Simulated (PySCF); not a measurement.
FH2O2STa, SMILES [OH][Ta]([OH])([F])=[S], multiplicity 1. Geometry: PBE-D3(BJ)/def2-SVP. The multiplicity is an assumed one; no other spin state was optimised. The structure was generated by enumeration; whether it is a known compound was not checked. The def2 effective core potentials stand for the cores of Ta; spin–orbit coupling is left out. The values are those of a single conformer.

All values below come from PBE-D3(BJ)/def2-SVP run with PySCF.

Harmonic wavenumbers (cm⁻¹): 157, 158, 179, 182, 197, 319, 327, 470, 481, 524, 668, 716, 716, 3778, 3782. Rotational constants (GHz): 2.824, 1.993, 1.954; symmetry number 1.

**Question.** Work out the zero-point energy and the ideal-gas rigid-rotor harmonic-oscillator thermochemistry at 298.15 K and 1 atm.

**Answer.** ZPE = ½ Σ hcν = ½ × 12652 cm⁻¹ = 75.68 kJ/mol. H − E(el) = 98.27 kJ/mol. Entropy in J/(mol K): translation 178.38, rotation 116.19, vibration 73.37, total 367.95. G − E(el) = -11.44 kJ/mol. Cp = 112.42 J/(mol K).
